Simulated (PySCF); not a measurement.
## Multinuclear NMR of C₂H₇ClSi₂

Molfile (atoms numbered from 1):
```
C2H7ClSi2
     RDKit          3D

 12 11  0  0  0  0  0  0  0  0999 V2000
    1.8854   -0.3999    0.0165 Si  0  0  0  0  0  4  0  0  0  0  0  0
    0.6506    1.0175   -0.0686 C   0  0  0  0  0  0  0  0  0  0  0  0
   -0.6686    0.8921   -0.0569 C   0  0  0  0  0  0  0  0  0  0  0  0
   -1.7762   -0.6370    0.0489 Si  0  0  0  0  0  4  0  0  0  0  0  0
   -1.6604    2.3366   -0.1576 Cl  0  0  0  0  0  0  0  0  0  0  0  0
    1.7287   -1.2798   -1.1433 H   0  0  0  0  0  0  0  0  0  0  0  0
    1.7032   -1.1616    1.2536 H   0  0  0  0  0  0  0  0  0  0  0  0
    3.2248    0.1941    0.0014 H   0  0  0  0  0  0  0  0  0  0  0  0
    1.0716    2.0151   -0.1372 H   0  0  0  0  0  0  0  0  0  0  0  0
   -2.5501   -0.7000   -1.1914 H   0  0  0  0  0  0  0  0  0  0  0  0
   -2.6617   -0.4480    1.1979 H   0  0  0  0  0  0  0  0  0  0  0  0
   -0.9461   -1.8297    0.2107 H   0  0  0  0  0  0  0  0  0  0  0  0
  1  2  1  0
  2  3  2  0
  3  4  1  0
  3  5  1  0
  1  6  1  0
  1  7  1  0
  1  8  1  0
  2  9  1  0
  4 10  1  0
  4 11  1  0
  4 12  1  0
M  END
```

- σ from GIAO-PBE0/pcSseg-1
- geometry from GFN2-xTB
- code: PySCF
- non-relativistic Hamiltonian, no solvent, one averaged value for each set of equivalent atoms, one conformer

**Question.** Where does 29Si resonate?

**Answer.** 
```
atoms               environment  σ (ppm)  δ (ppm)
  Si4  silicon bonded to C, 3 H    426.1    -70.3
  Si1  silicon bonded to C, 3 H    433.6    -76.4
```

Shieldings were converted by a linear fit to measured shifts: 29Si: δ = 279.94 − 0.822σ (rms 8.9 ppm, 72 shifts, 25.8 ppm with the 6 outliers that the fit left out vs TMS, solution or neat liquid). Occasional misses reach two or three times the rms, and more in compound classes unlike the fitted ones.

On a 400 MHz spectrometer 29Si resonates near 79.5 MHz, so 1 ppm is 79.5 Hz.
